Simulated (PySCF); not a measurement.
C3H10GeO, SMILES COC[CH2][GeH3], GFN2-xTB optimised geometry. Atoms within 1.6 Å of the plane z = 1.5 Å (x, y, z in Å): C1 (2.44, 0.45, 0.82), O2 (1.05, 0.26, 0.72), C3 (0.67, -0.89, 0.00), C4 (-0.85, -0.89, 0.00), Ge5 (-1.43, 1.00, 0.00), H7 (2.90, -0.39, 1.36), H8 (2.59, 1.37, 1.37), H9 (1.09, -1.79, 0.47), H11 (-1.23, -1.37, 0.90), H13 (-1.25, 1.68, 1.31).

Level of theory: PBE0/def2-TZVP (PySCF 2.14.0).

Map of the log10 of the electron density (e/bohr³), floored at −4 on the plane z = 1.5 Å:

```
|                               |
|                               |
|                               |
|                               |
|                               |
|        ..:::..                |
|       .:-----:.      ...      |
|      .:-=+++=-:.   .:--::.    |
|     .:-=+*#*+=-:..:-====-:.   |
|     .:-+*#%%#+=-::-=+***+-:   |
|    .:-=+*%@@#*=---=+#%%#*=:.  |
|    .:-=+*%%%#+==+++*#@@%*+-.  |
|    .:-=+*###*+++***#%@@%*+-.  |
|    .:--=+***+++*#%%#%@@%#+-:  |
|    ..:-==++++=+#%%%%%%@%#+=:  |
|     ..:-======+#%%%#%%@@#*=:  |
|      .:-==++==+*#####%@@%*=:. |
|       :-=++*+==+***+*#%%#+=:  |
|       :-=****+==+++=+****+-:  |
|       :-+*##*+==++====++=-:.  |
|       .-=+**+====+==-----:.   |
|       .:=+++==--====-:::.     |
|        .:-==--:--==-:..       |
|         .::::..::--:..        |
|           ..   .....          |
|                               |
|                               |
|                               |
|                               |
|                               |
|                               |
```
Scale: ten equal steps from -4.00 (start of ' ') to -0.581 (end of '@'), in the order ' .:-=+*#%@'; x runs from -5.00 to 5.00, y from -5.00 (bottom) to 5.00 (top).
